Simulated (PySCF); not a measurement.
# Ce(NH2)3(H2O) at several levels of theory

Computed with PySCF 2.14.0 (density fitting, no spin-orbit coupling) at the geometry relaxed with PBE0:

```xyz
13
Ce(NH2)3(H2O) (singlet in the valence; each metal's 4f electrons, 1 of them, lie in its core potential, out of spins and levels)
Ce    0.2180   -0.2180    0.2951
N     1.3145    1.4637    1.4085
H     2.1596    1.9530    1.1081
H     1.0833    1.8682    2.3180
N    -1.4637   -1.3145    1.4085
H    -1.8682   -1.0833    2.3180
H    -1.9530   -2.1596    1.1081
N     1.3091   -1.3091   -1.4154
H     1.0622   -2.2082   -1.8343
H     2.2082   -1.0622   -1.8343
O    -1.1788    1.1788   -1.3756
H    -1.8508    1.8508   -1.2201
H    -1.0861    1.0861   -2.3302
```

```
 level                                                              basis    state  HOMO (eV)  gap (eV)  charge on Ce1 (e)  population of f-type functions on Ce1 (polarisation alone where 4f lies in the core)  dipole about the centre of mass (D)  largest force component (eV/Å)
  PBE0      Ce lcecp-1-SVP with ECP47, N def2-SVP, H def2-SVP, O def2-SVP  singlet      -5.41      4.92               0.88                                                                                  0.07                                 4.48                            0.01
revPBE                                                           the same  singlet      -4.05      2.91               0.70                                                                                  0.07                                 4.36                            0.52
  PBE0  Ce lcecp-1-TZVP with ECP47, N def2-TZVP, H def2-TZVP, O def2-TZVP  singlet      -5.61      4.89               1.54                                                                                  0.09                                 4.49                            0.32
```

In the lcecp rows the 4f levels are missing from HOMO and gap, and the state counts the valence alone.

Charges are Mulliken's, which hang on the basis. The relaxation used the grid (50, 194), these runs (75, 302) or, all-electron (x2c bases, spin-free X2C Hamiltonian), (99, 590).

Task: What does TPSSh with Ce lcecp-1-SVP with ECP47, N def2-SVP, H def2-SVP, O def2-SVP give here?

Result: state singlet, HOMO (eV) -4.65, gap (eV) 3.93, charge on Ce1 (e) 0.86, population of f-type functions on Ce1 (polarisation alone where 4f lies in the core) 0.06, dipole about the centre of mass (D) 4.45, largest force component (eV/Å) 0.27. Time: 19 s on 2 threads of Intel(R) Xeon(R) Platinum 8488C (Sapphire Rapids), with other jobs on the host, from an already converged density.

In the first row's basis the gap widens with exact exchange: 2.9 eV for revPBE (none); 3.9 to 4.9 eV for TPSSh, PBE0 (a fixed share).

No frequency check is given that shows the relaxed geometry to be a minimum. An lcecp potential fixes the number of 4f electrons, so in runs with it no electron can move into or out of that shell.
